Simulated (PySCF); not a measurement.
[Pr(BH4)2]+ at several levels of theory

Computed with PySCF 2.14.0 (density fitting, no spin-orbit coupling) at the geometry relaxed with PBE0:

```xyz
11
[Pr(BH4)2]+ (singlet in the valence; each metal's 4f electrons, 2 of them, lie in its core potential, out of spins and levels)
Pr    0.0000    0.0000   -0.4882
B     2.0258   -0.0001    0.9141
H     2.9516    0.0201    1.6749
H     1.1052   -0.7991    1.2678
H     2.2946   -0.3037   -0.2749
H     1.4115    1.1097    0.8335
B    -2.0258    0.0001    0.9142
H    -2.9516   -0.0200    1.6749
H    -1.1052    0.7991    1.2678
H    -2.2945    0.3037   -0.2749
H    -1.4115   -1.1097    0.8336
```

| level | basis | state | HOMO (eV) | gap (eV) | charge on Pr1 (e) | population of f-type functions on Pr1 (polarisation alone where 4f lies in the core) | dipole about the centre of mass (D) | largest force component (eV/Å) |
| --- | --- | --- | --- | --- | --- | --- | --- | --- |
| PBE0 | Pr lcecp-1-SVP with ECP48, B def2-SVP, H def2-SVP | singlet | -13.78 | 6.24 | 1.04 | 0.06 | 4.91 | 0.01 |
| r2SCAN | the same | singlet | -12.71 | 4.73 | 1.06 | 0.06 | 4.83 | 0.30 |
| PBE0 | Pr lcecp-1-TZVP with ECP48, B def2-TZVP, H def2-TZVP | singlet | -13.78 | 6.29 | 1.30 | 0.08 | 4.88 | 0.24 |

In the lcecp rows the 4f levels are missing from HOMO and gap, and the state counts the valence alone.

Charges are Mulliken's, which hang on the basis. The relaxation used the grid (50, 194), these runs (75, 302) or, all-electron (x2c bases, spin-free X2C Hamiltonian), (99, 590).

Q: What does HF with Pr lcecp-1-SVP with ECP48, B def2-SVP, H def2-SVP give here?

A: state singlet, HOMO (eV) -17.15, gap (eV) 12.24, charge on Pr1 (e) 1.54, population of f-type functions on Pr1 (polarisation alone where 4f lies in the core) 0.07, dipole about the centre of mass (D) 6.02, largest force component (eV/Å) 0.59. Time: 2.5 s on 2 threads of Arm Neoverse V1, on a shared host, from an already converged density.

In the first row's basis the gap widens with exact exchange: 4.7 eV for r2SCAN (none); 6.2 eV for PBE0 (a fixed share); 12.2 eV for Hartree–Fock (rising or full at long range).

An lcecp potential fixes the number of 4f electrons, so in runs with it no electron can move into or out of that shell.
